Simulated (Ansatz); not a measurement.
BH8PSiSn, SMILES `B[P]([SiH3])[SnH3]`. Charge 0, multiplicity 1. Sn takes the def2 core potential. The geometry is a stationary point of PBE0-D4/def2-TZVP.

```xyz
12

B     1.475   -0.601   -1.229
P    -0.142   -0.865   -0.368
Si   -1.481    0.751   -1.132
Sn    0.311   -0.424    2.034
H     2.490   -0.947   -0.702
H     1.485   -0.194   -2.353
H    -2.862    0.516   -0.636
H    -1.052    2.104   -0.689
H    -1.458    0.677   -2.615
H     0.502    1.250    2.308
H    -1.004   -0.999    2.956
H     1.736   -1.268    2.426
```

Q: What is the dipole moment at PBE/def2-TZVPP? (Estimate.)

A: Ansatz gave: 1.09 D, with components (-0.43, 0.43, 0.90) D in this frame, pointing from negative to positive charge.

Q: And with r2SCAN, B3LYP, ωB97M-V? (Estimate.)

A: Computed: r2SCAN 1.04 D, B3LYP 0.98 D, ωB97M-V 1.00 D.

Q: Give the Mulliken charges with PBE, B3LYP, ωB97M-V in def2-TZVPP. (Best estimate.)

A: Computed: 
```tsv
atom	PBE	B3LYP	ωB97M-V
B1	-0.09	-0.11	-0.19
P2	-0.22	-0.26	-0.22
Si3	0.15	0.21	0.10
Sn4	0.49	0.54	0.39
H5	0.03	0.05	0.09
H6	0.03	0.05	0.08
H7	-0.04	-0.05	-0.01
H8	-0.03	-0.05	-0.01
H9	-0.03	-0.04	0.00
H10	-0.10	-0.11	-0.07
H11	-0.10	-0.12	-0.08
H12	-0.09	-0.11	-0.07
```

B3LYP here is the variant with VWN-RPA as its local correlation; programs differ in this.
